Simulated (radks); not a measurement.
Question: Species: W. Configuration: [Xe] 4f14 5d4 6s2. Calculated with a radial shooting solver on a logarithmic mesh with Libxc functionals: scalar-relativistic Kohn-Sham, PBEsol, spin-polarised, spherical densities, point nucleus; open shells are filled with parallel spins first (spin-orbit coupling, left out, can overturn this in heavy ions). Some entries of the table are withheld. Estimate them.

| orbital | occ. | eigenvalue (Ry) | <r> (bohr) |
|---|---|---|---|
| 1s down | 1 | -5106.113 | 0.01835 |
| 1s up | 1 | -5106.112 | 0.01835 |
| 2s up | 1 | -881.3045 | 0.07758 |
| 2s down | 1 | -881.2929 | 0.07758 |
| 2p up | 3 | -770.7682 | 0.06945 |
| 2p down | 3 | -770.7589 | 0.06945 |
| 3s up | 1 | -202.9325 | 0.2011 |
| 3s down | 1 | -202.9290 | 0.2011 |
| 3p up | 3 | -170.2063 | 0.2014 |
| 3p down | 3 | -170.2023 | 0.2014 |
| 3d up | 5 | -132.5681 | 0.1824 |
| 3d down | 5 | -132.5605 | 0.1824 |
| 4s up | 1 | -41.82344 | 0.4496 |
| 4s down | 1 | -41.81341 | 0.4496 |
| 4p up | 3 | -31.08862 | 0.4781 |
| 4p down | 3 | -31.07909 | 0.4781 |
| 4d up | 5 | -17.49079 | 0.5116 |
| 4d down | 5 | -17.47920 | 0.5114 |
| 5s up | 1 | -5.84064 | 1.070 |
| 5s down | 1 | -5.73244 | 1.063 |
| 5p up | 3 | -3.22092 | (1) |
| 5p down | 3 | -3.07559 | (2) |
| 4f up | 7 | -2.42859 | 0.6101 |
| 4f down | 7 | -2.40283 | 0.6057 |
| 6s up | 1 | -0.46239 | 3.088 |
| 5d up | 4 | -0.39239 | 2.034 |
| 6s down | 1 | -0.35155 | 3.327 |
| 5d down | 0 | -0.22091 | 2.182 |

Answer: 
(1) 5p up <r> (bohr): 1.255
(2) 5p down <r> (bohr): 1.244
